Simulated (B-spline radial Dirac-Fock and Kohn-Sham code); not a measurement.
# Relativistic shifts of the levels of Fe²⁺

System: Fe²⁺ in the configuration 1s2 2s2 2p6 3s2 3p6 3d6.

Both columns are ΔSCF binding energies of the configuration average from a radial B-spline solver: non-relativistic Hartree-Fock with a point nucleus, and Dirac-Fock with a finite nucleus and the Coulomb interaction alone, averaged over the two j levels with weights 2j+1.

| shell | Hartree-Fock (eV) | Dirac-Fock (eV) | shift (eV) | shift (%) |
| --- | --- | --- | --- | --- |
| 1s | 7090.6 | 7156.2 | +65.62 | +0.93 |
| 2s | 869.4 | 883.2 | +13.80 | +1.59 |
| 2p | 744.9 | 747.4 | +2.55 | +0.34 |
| 3s | 127.8 | 130.0 | +2.20 | +1.72 |
| 3p | 89.47 | 89.94 | +0.47 | +0.52 |
| 3d | 31.95 | 31.71 | -0.24 | -0.74 |

Relativity binds 1s, 2s, 2p, 3s, 3p more strongly, among those listed most of all 3s in relative terms, and 3d more weakly, because the contracted s and p shells screen the nucleus better.

Values without a named source are computed, but for edge energies of neutral atoms, which are taken from tables.
